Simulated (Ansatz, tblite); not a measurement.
Removing and adding an electron: SnH2Me(NEt2) (C₅H₁₅NSn). Total charge 0; singlet. Geometry: r2SCAN-D4/def2-SVP. Ansatz, gas phase; energy differences of separate SCF runs; the oxidised species was run as a doublet alone; the reduced species was run as a doublet alone.

Cartesian coordinates in Å:
```
Sn -1.659 -1.058 -0.157
H -2.116 -1.348 -1.787
H -1.671 -2.489 0.795
C -2.936 0.433 0.758
H -2.504 0.751 1.719
H -3.936 0.012 0.940
H -3.029 1.310 0.101
N 0.313 -0.499 -0.252
C 0.760 0.366 -1.329
C 0.353 1.836 -1.200
C 1.094 -0.430 0.975
C 2.384 -1.248 0.907
H 0.380 -0.031 -2.290
H 1.863 0.303 -1.406
H -0.746 1.943 -1.220
H 0.712 2.274 -0.255
H 0.763 2.442 -2.026
H 1.339 0.620 1.246
H 0.485 -0.809 1.817
H 2.156 -2.309 0.725
H 3.039 -0.902 0.092
H 2.954 -1.167 1.848
```

In the def2 sets Sn takes a core potential; there is no spin–orbit coupling. The xTB rows come from tblite.

| level | −HOMO (eV) | vertical IE (eV) | −LUMO (eV) | vertical EA (eV) | HOMO–LUMO gap (eV) | IE − EA (eV) | remarks |
| --- | --- | --- | --- | --- | --- | --- | --- |
| GFN1-xTB | 10.00 | 13.00 | 5.72 | 3.02 | 4.28 | 9.97 | – |
| GFN2-xTB | 9.21 | 12.35 | 5.65 | 3.04 | 3.56 | 9.31 | – |
| PBE-D4/def2-SVP | 4.35 | – | 0.13 | -1.95 | 4.21 | – | HOMO above zero (-1 doublet) |
| PBE0-D4/def2-SVP | 5.65 | – | -0.74 | -2.13 | 6.39 | – | HOMO above zero (-1 doublet) |

(1) Estimate the rows for LDA (SPW92)/def2-TZVP, PBE-D4/def2-TZVP, PBE0-D4/def2-TZVP.

## Answers

(1) 
```tsv
level	−HOMO (eV)	vertical IE (eV)	−LUMO (eV)	vertical EA (eV)	HOMO–LUMO gap (eV)	IE − EA (eV)
LDA (SPW92)/def2-TZVP	4.63	7.47	0.71	–	3.93	–
PBE-D4/def2-TZVP	4.50	7.31	0.47	–	4.03	–
PBE0-D4/def2-TZVP	5.76	7.37	-0.38	–	6.14	–
```

   A HOMO above zero means that the electron is unbound at that level or that self-interaction error raises the level; the energy of removing that electron tells which. Raw xTB energy differences between charge states are shifted by several eV; the methods need an empirical correction for them. Sets without diffuse functions give affinities that are too small. A negative affinity means that the extra electron isn't bound; its size then hangs on the basis.
